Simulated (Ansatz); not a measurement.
CH$_{5}$GaO$_{2}$S (`C[O][Ga]([OH])[SH]`), relaxed with RKS PBE0-D4/def2-TZVP in Ansatz 0.2.0 from a GFN2-xTB geometry. The force threshold is 0.005 eV/Å; the program also tests the step.

Total charge 0; spin multiplicity 1.

Start:

```xyz
10

C     1.190    0.885   -1.330
O     0.369    0.828   -0.178
Ga   -0.576   -0.413    0.649
O    -1.389    0.142    2.089
S    -0.868   -2.542    0.110
H     2.224    1.057   -1.024
H     1.144   -0.033   -1.921
H     0.852    1.720   -1.950
H    -1.312    1.052    2.375
H    -1.635   -2.696    1.182
```

How much energy does the relaxation release, and in how many steps? (Best estimate.)

The calculation gave: 10.05 kJ/mol, in 7 steps.

Which bonds change most? (Best estimate.)

The calculation gave: Ga3–S5 from 2.216 to 2.185 Å; Ga3–O4 from 1.744 to 1.775 Å; S5–H10 from 1.327 to 1.344 Å; C1–O2 from 1.415 to 1.407 Å.

Give the relaxed structure. (Best estimate.)

The calculation gave: 
```xyz
10

C     1.118    0.790   -1.269
O     0.369    1.003   -0.098
Ga   -0.566   -0.272    0.707
O    -1.446    0.163    2.186
S    -0.658   -2.309   -0.078
H     2.187    0.898   -1.058
H     0.961   -0.202   -1.713
H     0.841    1.538   -2.020
H    -1.331    1.086    2.427
H    -1.476   -2.696    0.916
```
